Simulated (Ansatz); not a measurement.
Calculated with Ansatz (gas phase, PBE0-D4/def2-TZVP geometries, no zero-point term in ΔE). CBS: MP2 limit from def2 TZ/QZ plus the TZ coupled-cluster correction, frozen cores. This one scheme is used for every species. DFT in def2-TZVPP. For As, Ga outer-core shells are correlated without core-valence functions, which leaves a few kJ/mol of doubt a bond. Scalar relativity is left out up to krypton.

`[GaH2][AsH2]` + CH₃SH → `CS[AsH2]` + `[GaH3]`  (cleavage of the As–Ga bond)

CCSD(T)/CBS gives +52.7 kJ/mol.

Another level gave +42.8 kJ/mol. Which?
A. B97M-V/def2-TZVPP
B. PBE-D4/def2-TZVPP
C. r2SCAN0/def2-TZVPP
D. BLYP-D4/def2-TZVPP

D. BLYP-D4 42.8, r2SCAN0 52.7, PBE-D4 47.5, B97M-V 37.2 kJ/mol.

Largest T1 diagnostic among the species: 0.013.

At CCSD(T), def2-SVP lies +3.4 kJ/mol from the extrapolated value and def2-TZVPP +0.3 kJ/mol. The D4 term adds −3.8 kJ/mol with B3LYP and −2.0 kJ/mol with PBE0; it sums over pairs of atoms, weighted by their polarisabilities, and B3LYP, whose exchange is more repulsive, gets the larger term. From BLYP to BHLYP (50 % exact exchange), in def2-TZVPP and without D4, ΔE moves by +3.1 kJ/mol.

B3LYP here is the variant with VWN-RPA as its local correlation; programs differ in this.
